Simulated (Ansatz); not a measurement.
C$_{2}$H$_{4}$FGa, SMILES `C=[C](F)[GaH2]`, 8 atoms. The species carries charge 0 and has multiplicity 1. Correlated methods include outer-core shells of Ga, which these sets cover unevenly. Scalar relativity is left out up to krypton. All runs use 2 threads of an Arm Neoverse V2 on a shared host. Correlated methods freeze the cores.

Give the basis size and wall time and peak host memory of each of these runs in Ansatz. RHF-MP2/def2-QZVPP energy; RKS PBE-QIDH (frozen core)/def2-TZVPP energy; RKS PBE-D4/def2-TZVPP energy and forces; RHF-CCSD(T)/def2-SVP energy; direct RPA on PBE orbitals/def2-TZVPP energy; RKS PBE0-D4/def2-TZVP frequencies; RKS ωB97M-V/def2-SVP energy; RKS ωB97M-V/def2-QZVPP energy; RKS PBE0-D4/def2-QZVPP energy; RHF-CCSD(T)/def2-TZVPP energy; RKS PBE0-D4/def2-TZVP relaxation (8 steps); RKS r2SCANh-D4/def2-TZVPP energy. (An estimate is asked.)

The calculation gave: Other jobs shared the machine, so times are rough.

```
                                level                   job  functions  wall time  peak host memory (GiB)
                RKS PBE-D4/def2-TZVPP     energy and forces        197      2.3 s                    0.22
direct RPA on PBE orbitals/def2-TZVPP                energy        197      4.8 s                    0.39
                 RHF-CCSD(T)/def2-SVP                energy         94      4.9 s                    0.39
            RKS r2SCANh-D4/def2-TZVPP                energy        197        5 s                    0.43
RKS PBE-QIDH (frozen core)/def2-TZVPP                energy        197      5.5 s                    0.42
                 RKS ωB97M-V/def2-SVP                energy         94        6 s                    0.39
               RKS PBE0-D4/def2-QZVPP                energy        380      7.5 s                     1.1
                   RHF-MP2/def2-QZVPP                energy        380       19 s                     1.7
               RKS ωB97M-V/def2-QZVPP                energy        380       19 s                     1.2
                RKS PBE0-D4/def2-TZVP  relaxation (8 steps)        165       28 s                    0.37
               RHF-CCSD(T)/def2-TZVPP                energy        197       90 s                     2.4
                RKS PBE0-D4/def2-TZVP           frequencies        165      110 s                    0.39
```
